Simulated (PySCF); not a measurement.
Run record: geometry optimisation, `FC1=[C](F)[Ge@H]([F])[CH2]1`.

Method: PBE0-D3(BJ)/def2-SVP geometry optimisation, gas phase (PySCF 2.14.0). Start geometry: GFN2-xTB. The command runs a driver script over a list of jobs; the input below is this job's line of settings and its coordinates in Å.

Command:
```bash
OMP_NUM_THREADS=1 python probes_run.py task.json out
```

Input:
```
{"job": {"xc": "PBE0", "basis": "def2-SVP", "d3": "d3bj", "grid": 1, "shake": 0.01, "kind": "geom"}, "charge": 0, "multiplicity": 1}
F     -2.370250    -0.600870    -0.163400
C     -1.135420    -0.159840    -0.066900
C     -0.680060     1.089320    -0.168290
F     -1.322040     2.212660    -0.381910
Ge     1.192810     0.490820     0.146620
F      2.152110     0.522030    -1.315150
C      0.000330    -1.124480     0.207310
H      2.216540     1.052930     1.145950
H      0.132180    -1.838010    -0.578310
H     -0.135770    -1.665490     1.153020
```

Output:
```
step   0  E = -2491.37565108  max force = 0.029666
step   1  E = -2491.37562806  max force = 0.016654
step   2  E = -2491.37913651  max force = 0.010719
step   3  E = -2491.37987302  max force = 0.010152
step   4  E = -2491.38037678  max force = 0.002141
step   5  E = -2491.38043382  max force = 0.000878
step   6  E = -2491.38046210  max force = 0.000438
step   7  E = -2491.38047184  max force = 0.000428
optimisation converged
```

Energies in Eh; «max force» is the largest Cartesian gradient component in Eh/bohr.

**Question.** How much energy does the optimisation release, in eV?

**Answer.** E(step 0) − E(last step) = 0.004821 Eh, which is 0.131 eV.

Summary of the converged run: final energy -2491.38047 Eh after 7 steps; dipole 2.37 D.

**Question.** Estimate the wall time. Hardware: one thread, Arm Neoverse V1 (aarch64), shared host with 32 logical CPUs at a one-minute load of 23. And the peak memory of the process?

**Answer.** About 79 s, with 0.50 GiB resident at the peak, the Python interpreter and its libraries included.
Labels such as C1 count atoms from 1, the log's own numbers from 0.
